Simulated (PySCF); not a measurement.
Cu⁺ (copper, charge +1): UHF calculation

Configuration: [Ar] 3d10, closed-shell 1S. All numbers are calculated (PySCF 2.14, scalar relativity by spin-free X2C-1e, in aug-cc-pVDZ-DK (7s6p4d2f, 59 functions)).

- Total energy: -1652.906512 hartree
- One-electron energy: -2298.5541 hartree
- Hartree (Coulomb) energy: 712.1208 hartree
- Exchange energy: -66.4732 hartree
- ⟨S²⟩: 0.0000
- ⟨L²⟩: 0.000
- Sum of ⟨r⟩: 17.59 bohr
- Sum of ⟨r²⟩: 18.64 bohr²
- Langevin diamagnetic susceptibility: -14.8 ×10⁻⁶ cm³/mol

```
shell  electrons  mean orbital energy (hartree)  rms radius, mean of both spins (bohr)
   1s          2                     -332.79208                                 0.0601
   2s          2                      -41.96919                                  0.254
   2p          6                      -36.11641                                  0.228
   3s          2                       -5.46939                                  0.767
   3p          6                       -3.68119                                  0.819
   3d         10                       -0.80117                                   1.14
```

Densities and radii are taken from the X2C orbitals without a picture-change correction, which distorts them close to the nucleus.
